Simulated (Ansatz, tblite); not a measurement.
Removing an electron: (H2Ga-mu-H)2 (Ga₂H₆). The state is a singlet with charge 0. Geometry: PBE0-D4/def2-TZVP. Ansatz, gas phase; energy differences of separate SCF runs; the oxidised species was run as a doublet alone.

| atom | x (Å) | y (Å) | z (Å) |
| --- | --- | --- | --- |
| Ga1 | -0.9809 | 0.7158 | 0.4444 |
| H2 | -1.0821 | 0.7788 | 1.9943 |
| H3 | -1.8698 | 1.3698 | -0.6502 |
| H4 | 0.6974 | 0.9582 | -0.0004 |
| Ga5 | 0.9807 | -0.7157 | -0.4449 |
| H6 | 1.0955 | -0.7887 | -1.9933 |
| H7 | 1.8601 | -1.3627 | 0.6617 |
| H8 | -0.7009 | -0.9555 | -0.0115 |

The xTB rows come from tblite.

(1) Estimate orbital energies and vertical ionisation energies at: GFN1-xTB; GFN2-xTB; PBE-D4/def2-TZVP; r2SCAN-D4/def2-TZVP; PBE0-D4/def2-TZVP.

Results:

(1) 
| level | −HOMO (eV) | vertical IE (eV) | −LUMO (eV) | HOMO–LUMO gap (eV) |
| --- | --- | --- | --- | --- |
| GFN1-xTB | 12.30 | 14.85 | 5.41 | 6.89 |
| GFN2-xTB | 12.18 | 14.70 | 6.87 | 5.30 |
| PBE-D4/def2-TZVP | 7.44 | 10.28 | 1.96 | 5.48 |
| r2SCAN-D4/def2-TZVP | 7.78 | 10.49 | 1.69 | 6.09 |
| PBE0-D4/def2-TZVP | 8.69 | 10.73 | 1.18 | 7.50 |

 Raw xTB energy differences between charge states are shifted by several eV; the methods need an empirical correction for them.
